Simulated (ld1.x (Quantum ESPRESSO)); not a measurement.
Plane-wave convergence, PAW potential for dysprosium (Dy)

ld1.x (Quantum ESPRESSO) 7.5 input, shortened:

```
&input
   title='Dy', zed=66., rel=1, dft='PZ', iswitch=3,
   config='[Xe] 4f10 5d0 6s0.5 6p0'
 /
 &inputp
   pseudotype=3, lpaw=.true., tm=.true., lloc=-2, rcloc=2.65,
   nlcc=.false.,
   which_augfun='PSQ', rmatch_augfun_nc=.true.
 /
8
6S  1  0   0.50   0.00  2.45  3.20  0.0
6S  1  0   0.00   2.05  2.45  3.20  0.0
6P  2  1   0.00   0.00  3.40  4.50  0.0
6P  2  1   0.00   3.25  3.40  4.50  0.0
5D  3  2   0.00   0.00  1.80  1.95  0.0
5D  3  2   0.00   0.05  1.80  1.95  0.0
4F  4  3  10.00   0.00  1.05  1.40  0.0
4F  4  3   0.00   4.20  1.05  1.40  0.0
 &test
   configts(1)='4f10 5d0 6s0.5 6p0'
 /
```

The pseudo-atom Hamiltonian at the reference potential is diagonalised in spherical Bessel functions j_l(qr) that vanish at 20 bohr, with q² up to the cutoff. All-electron valence levels (Ry): 6s -0.8745, 6p -0.5824, 5d -0.7630, 4f -0.9923.

How do the lowest levels (Ry) of each channel move with the cutoff, and are there ghosts?

```
cutoff (Ry)     s #1     s #2     p #1     d #1     d #2     f #1  Σ f·Δε (mRy)
          8  -0.8745  -0.3256  -0.5824  -0.6738  -0.2489  -0.1818        8104.9
         15  -0.8745  -0.3256  -0.5824  -0.7447  -0.2643  -0.1819        8104.3
         30  -0.8745  -0.3256  -0.5824  -0.7629  -0.2679  -0.1849        8073.8
         45  -0.8745  -0.3256  -0.5824  -0.7630  -0.2679  -0.8648        1275.1
         60  -0.8745  -0.3256  -0.5824  -0.7630  -0.2679  -0.9812         111.1
         90  -0.8745  -0.3256  -0.5824  -0.7630  -0.2679  -0.9912          10.8
        140  -0.8745  -0.3256  -0.5824  -0.7630  -0.2679  -0.9922           1.2
        200  -0.8745  -0.3256  -0.5824  -0.7630  -0.2679  -0.9923           0.2
        400  -0.8745  -0.3256  -0.5824  -0.7630  -0.2679  -0.9923           0.0
```

Result: no extra level below or beside the all-electron valence levels (s, p, d, f tested); 10 mRy is reached at 100 Ry and 1 mRy at 160 Ry.

Test run stopped at test 1 of 9 (negative rho).
